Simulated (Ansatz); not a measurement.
## The dipole moment down a group: B to In

One atom is swapped for its congeners: B(NH2)3; Ga(NH2)3; In(NH2)3. The Al member is missing. All are singlets with charge 0.

Shapes, held fixed at every level: PBE0-D4/def2-TZVP. Programs: Ansatz 0.2.0. Values in D.

Problem. How should the dipole moment change along the series?

Solution. At wB97M-V/def2-TZVPP the dipole moment rises at every step, from 0.07 to 0.98 D. Every level shows the same order. For atoms past krypton def2 sets carry core potentials with scalar relativity. Relativity is left out for Ga unless named. Magnitudes only: a dipole under 1 D may point either way.

```json
{"level": "PBE-D4/def2-TZVPP", "B(NH2)3": "0.07", "Ga(NH2)3": "0.57", "In(NH2)3": "0.88"}
{"level": "r2SCAN-D4/def2-TZVPP", "B(NH2)3": "0.07", "Ga(NH2)3": "0.59", "In(NH2)3": "0.91"}
{"level": "B3LYP-D4/def2-TZVPP", "B(NH2)3": "0.07", "Ga(NH2)3": "0.61", "In(NH2)3": "0.94"}
{"level": "wB97M-V/def2-TZVPP", "B(NH2)3": "0.07", "Ga(NH2)3": "0.63", "In(NH2)3": "0.98"}
```
